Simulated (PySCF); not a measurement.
TeO⁻ at UHF-CCSD

Level: UHF-CCSD. Te aug-cc-pVDZ-PP with ECP28, O aug-cc-pVDZ; scalar-relativistic core potentials (PySCF 2.14).

```json
{"state": "²Π (doublet), unpaired electrons π ↑", "bond length": "1.937 Å", "harmonic wavenumber": "655 cm⁻¹", "force constant": "3.60 mdyn/Å", "rotational constant Be": "0.3156 cm⁻¹", "anharmonicity ωexe": "3.81 cm⁻¹", "vibration–rotation constant αe": "0.00229 cm⁻¹"}
```

Correlated steps freeze 5 core orbitals. Spin–orbit coupling is left out, which matters for elements this heavy, above all for dissociation energies. The CCSD T1 diagnostic is raised, a sign that a single reference may not be enough here. The state was picked by a PBE0 search and need not be the measured ground state.
